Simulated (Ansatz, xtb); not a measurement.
## C5H6ClF3: which of two isomers lies lower

We compare X, `C=C(Cl)CCC(F)(F)F`, a singlet, with Y, `FC(F)(F)C/C=C/CCl`, a singlet. Both are isolated molecules in the gas phase, relaxed with B3LYP-D3(BJ)/def2-SVP, each in the lowest conformer that the search found.

Task: Estimate E(Y) − E(X) at the level CCSD(T)/def2-SVP + ΔMP2/def2-TZVPP.

Result: Calculated at CCSD(T)/def2-SVP + ΔMP2/def2-TZVPP: E(Y) − E(X) = +2.1 kcal/mol, so structure X lies lower.

Level by level:

```json
{"level": "GFN2-xTB", "geometry": "GFN2-xTB", "E(Y) − E(X) (kcal/mol)": "+4.3", "departure from the last row (kcal/mol)": "+2.2", "job, with rough time for the two": "optimisation, 0.19 s"}
{"level": "HF/STO-3G", "geometry": "GFN2-xTB", "E(Y) − E(X) (kcal/mol)": "−0.1", "departure from the last row (kcal/mol)": "−2.2", "job, with rough time for the two": "single point, 0.54 s"}
{"level": "r2SCAN-D4/def2-SVP", "geometry": "GFN2-xTB", "E(Y) − E(X) (kcal/mol)": "+3.6", "departure from the last row (kcal/mol)": "+1.5", "job, with rough time for the two": "single point, 5.8 s"}
{"level": "B3LYP-D3(BJ)/def2-SVP", "geometry": "B3LYP-D3(BJ)/def2-SVP", "E(Y) − E(X) (kcal/mol)": "+3.0", "departure from the last row (kcal/mol)": "+0.8", "job, with rough time for the two": "optimisation, 59 s"}
{"level": "HF/def2-SVP", "geometry": "B3LYP-D3(BJ)/def2-SVP", "E(Y) − E(X) (kcal/mol)": "+0.2", "departure from the last row (kcal/mol)": "−1.9", "job, with rough time for the two": "part of the CCSD(T) run"}
{"level": "MP2/def2-SVP", "geometry": "B3LYP-D3(BJ)/def2-SVP", "E(Y) − E(X) (kcal/mol)": "+3.9", "departure from the last row (kcal/mol)": "+1.8", "job, with rough time for the two": "part of the CCSD(T) run"}
{"level": "CCSD(T)/def2-SVP", "geometry": "B3LYP-D3(BJ)/def2-SVP", "E(Y) − E(X) (kcal/mol)": "+3.3", "departure from the last row (kcal/mol)": "+1.2", "job, with rough time for the two": "single point"}
{"level": "CCSD(T)/def2-SVP + ΔMP2/def2-TZVPP", "geometry": "B3LYP-D3(BJ)/def2-SVP", "E(Y) − E(X) (kcal/mol)": "+2.1", "departure from the last row (kcal/mol)": "", "job, with rough time for the two": "single point, 3.7 min"}
```

As drawn, both hold the same kinds of bond in the same numbers.

HF/STO-3G, HF/def2-SVP find them nearly level. The largest departure from CCSD(T)/def2-SVP + ΔMP2/def2-TZVPP is that of HF/STO-3G, 2.2 kcal/mol. The last row adds to CCSD(T) the change of the MP2 difference between the two basis sets, here −1.2 kcal/mol.

With thermal terms from frequencies at re-optimised GFN2-xTB minima (ideal gas, soft modes damped towards free rotors, one conformer each, 298.15 K, 1 atm): on the last row, ΔE + ΔZPE = +2.0, ΔH = +2.1, ΔG = +1.6 kcal/mol.

The correlated steps freeze 13 core orbitals. Codes used: Ansatz 0.2.0, xtb 6.7.1; the last row on 4 threads of Arm Neoverse V1 on a shared host.
